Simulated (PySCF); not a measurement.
Isomers of C4H8N2Si, one GFN2-xTB conformer each. Single-point energies are computed at PBE0/pcSseg-1 (PySCF, gas phase, no added dispersion term), electronic only.

Task: Rank them by PBE0/pcSseg-1 energy, lowest first (kcal/mol).
A. `Cc1cn([SiH3])cn1`
B. `Cc1cncn1[SiH3]`
C. `c1(cnn([SiH3])c1)C`
D. `[CH:1]#[C:2][C@@H:3]1[CH2:4][NH:5][SiH2:6][NH:7]1` with C2–C3–C4–N5 -85°, C3–C4–N5–Si6 -28°, C4–N5–Si6–N7 9°, N5–Si6–N7–C3 14°

Result: A (0.0), B (0.9), C (13.0), D (39.5).

As drawn, the lowest has an aromatic ring, which the highest lacks; the highest has a C≡C bond and an N–H bond, which the lowest lacks. Neighbours under 2.5 kcal/mol apart (Cc1cn([SiH3])cn1 and Cc1cncn1[SiH3]) can change places with a better method, another conformer or zero-point energy. GFN2-xTB itself gives, in the same order: 0.4, 0.0, 14.0, 45.1. GFN2-xTB puts Cc1cncn1[SiH3] lowest instead; measured from each level's own lowest isomer, the values differ by up to 5.6 kcal/mol (C#C[C@@H]1CN[SiH2]N1: 45.1 against 39.5).

Task: Which frontier levels, dipoles and rotational constants go with these structures?

Result: 
```json
{"SMILES": "Cc1cn([SiH3])cn1", "HOMO (eV, PBE0/pcSseg-1)": "-6.48", "LUMO (eV)": "0.11", "dipole (D)": "3.22", "A, B, C (MHz)": "6713, 1327, 1130"}
{"SMILES": "Cc1cncn1[SiH3]", "HOMO (eV, PBE0/pcSseg-1)": "-6.43", "LUMO (eV)": "0.09", "dipole (D)": "3.85", "A, B, C (MHz)": "3529, 2092, 1345"}
{"SMILES": "Cc1cnn([SiH3])c1", "HOMO (eV, PBE0/pcSseg-1)": "-6.84", "LUMO (eV)": "0.28", "dipole (D)": "1.96", "A, B, C (MHz)": "6775, 1326, 1132"}
{"SMILES": "C#C[C@@H]1CN[SiH2]N1", "HOMO (eV, PBE0/pcSseg-1)": "-6.64", "LUMO (eV)": "0.60", "dipole (D)": "0.55", "A, B, C (MHz)": "3883, 1772, 1587"}
```
